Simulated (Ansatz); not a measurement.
Species: 1-methylsulfonylethyne, C3H4O2S, charge 0, multiplicity 1. 
Geometry from a B3LYP-D3(BJ)/def2-TZVP (Ansatz, a first-principles code) optimisation:
```
S
O 1 1.4361
O 1 1.4361 2 120.81
C 1 1.7279 2 107.58 3 -123.91
C 4 1.1997 3 147.20 1 178.21
H 5 1.0638 3 157.31 1 177.36
C 1 1.7777 2 108.77 3 126.74
H 7 1.0875 1 109.02 2 52.20
H 7 1.0875 8 111.75 1 -120.56
H 7 1.0899 8 110.60 9 -123.68
```

Basis-set convergence of Hartree-Fock and CCSD(T) correlation energies (hartree) with Ansatz. Valence correlation only, unless marked. Spin-orbit coupling is left out. No relativistic terms.

| basis | functions | E(HF) | E(corr, CCSD(T)) |
|---|---|---|---|
| cc-pV(D+d)Z | 113 | -663.05746 | -0.97117 |
| cc-pV(T+d)Z | 245 | -663.18875 | -1.20828 |
| cc-pV(Q+d)Z | 459 | -663.21438 | -1.28845 |

Extrapolating the two largest sets (X = 3 and 4) as X^-3: E(corr) = (64·(-1.28845) - 27·(-1.20828))/37 = -1.3470 Eh, an estimate of the basis-set limit. The largest set recovers 95.7 % of it, the smallest 72.1 %.
